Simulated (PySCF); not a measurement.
## Calculated data, CH$_{6}$AlBSi

Computed with PySCF 2.14.0. Calculation on a computer-drawn molecule: the log of a Hartree-Fock and frozen-core CCSD(T) single point meant for a local Hartree-Fock minimum, with one planted fault or none, to be diagnosed. Offsets are logged minus clean, where the clean run is the same molecule without the fault. The reference is restricted for singlets and unrestricted otherwise, and also for a bond in bohr or an excited solution. Adding or removing an electron swaps singlet and doublet. The excited solution moves the top pair (singlet) or top alpha electron (doublet) to the lowest empty orbital. Highest occupied and lowest empty are orbital energies over both spins, largest force is the largest gradient component, triples share is (T) over the correlation energy, the T1 limit is 0.02 restricted and 0.045 unrestricted, electrons count all cores, a negative frequency is imaginary (commonest isotopes), and the dipole is about the centre of nuclear charge.

```xyz
10
formula=CH6AlBSi meant_charge=0 meant_multiplicity=1 meant_basis=cc-pV(D+d)Z logged_electrons=44 logged_basis_functions=104 logged_SCF_converged=yes logged_spin_squared=0 logged_highest_occupied=-4.8347 logged_lowest_empty=-3.5768 logged_largest_force=0.2133 logged_dipole_magnitude=8.3938 logged_SCF_stable_within_its_kind=no logged_energy_HF=-596.50627 possible_faults=no_fault,one_electron_removed,one_electron_added,multiplicity_raised_by_two,geometry_at_a_saddle_point,SCF_held_on_an_excited_solution,minimal_basis_STO-3G,one_bond_length_entered_in_bohr,all_coordinates_scaled
C      1.3170     0.3619     1.4274
Si    -0.3465     0.7440     1.3447
B     -1.0318     2.2089     0.1561
Al    -3.0521     2.8713    -0.1206
H      2.0466     0.9053     0.8361
H      1.7286    -0.4213     2.0556
H     -1.2774    -0.0435     2.1821
H     -0.1466     2.7504    -0.4563
H     -3.9688     2.2277    -1.2433
H     -3.6591     4.0199     0.7890
```

Units: logged_highest_occupied, logged_lowest_empty in eV; logged_largest_force in hartree/bohr; logged_dipole_magnitude in debye; logged_energy_HF in hartree.

Drawn bonds:
```csv
atom,other atom,order
1,2,2
2,3,1
3,4,1
1,5,1
1,6,1
2,7,1
3,8,1
4,9,1
4,10,1
```

Notes: coupled-cluster numbers left out as unreliable.

Questions
1. CH$_{6}$AlBSi: planted fault?

## Answers
1. SCF held on an excited solution

Further results for CH$_{6}$AlBSi:

| Item | Value |
| --- | --- |
| HF energy offset from clean run | 181.1 kcal/mol |
